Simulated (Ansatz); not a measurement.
Results of the Gaussian-basis code of Ansatz.

A structure relaxed at PBE0-D4/def2-TZVP, charge 0, multiplicity 1:

Cartesian coordinates in Å:
```
Si 1.219 0.025 -0.893
C -0.073 -0.100 0.468
Si -0.767 1.593 0.938
S -1.482 -1.120 -0.053
S -0.803 -3.040 0.014
H 1.558 -1.321 -1.420
H 2.456 0.662 -0.367
H 0.669 0.856 -1.995
H 0.354 -0.527 1.381
H 0.370 2.528 1.143
H -1.625 2.100 -0.163
H -1.567 1.493 2.184
H -0.310 -3.148 -1.236
```

Problem. Give its formula and SMILES.

Solution. CH8S2Si2, `[SiH3]C([SiH3])SS`.

Problem. Point group (tolerance 0.08 Å, 0.16 Å for H)?

Solution. C1.

Problem. Summarise the bond lengths by kind.

Solution. 2 × C–Si 1.880 to 1.889 Å; 6 × H–Si 1.484 to 1.488 Å; 1 × C–S 1.816 Å; 1 × C–H 1.095 Å; 1 × S–S 2.038 Å; 1 × H–S 1.348 Å.
